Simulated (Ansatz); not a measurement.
**Predicting a hybrid from its neighbours: SnH3O2**

SnH3O2: 6 atoms, total charge 0, spin state doublet. As SMILES, `[OH][SnH][OH]`. The shape is that of a PBE0-D4/def2-TZVP optimisation. This is one conformer, not always the lowest.

The electronic atomisation energy y, in eV, basis def2-SVPD with a core potential; a is the functional's share of exact exchange. Programs: Ansatz 0.2.0.

```
functional  program     a  y (eV)
      UPBE   Ansatz     0   18.79
     UBLYP   Ansatz     0   18.44
    UB3LYP   Ansatz   0.2   18.17
     UPBE0   Ansatz  0.25       ?
    UBHLYP   Ansatz   0.5   17.15
```

**Question.** Fit y = c + s·a to the known rows and predict UPBE0.

**Answer.** 
1. Means of the 4 rows: a = 0.1750, y = 18.137.
2. Σ(Δa)² = 0.1675, Σ(Δa·Δy) = -0.48725, so the slope is -0.48725/0.1675 = -2.909.
3. Intercept: 18.137 − (-2.909) × 0.1750 = 18.646. The largest residual of the fit is 0.21.
4. UPBE0: 18.646 + (-2.909) × 0.25 = 17.92 eV.

The run gave 18.00 eV, so the prediction is off by -0.08 eV, within the largest residual. The rows mix families of semi-local functionals, which the line can't see. Spin-orbit coupling is left out.
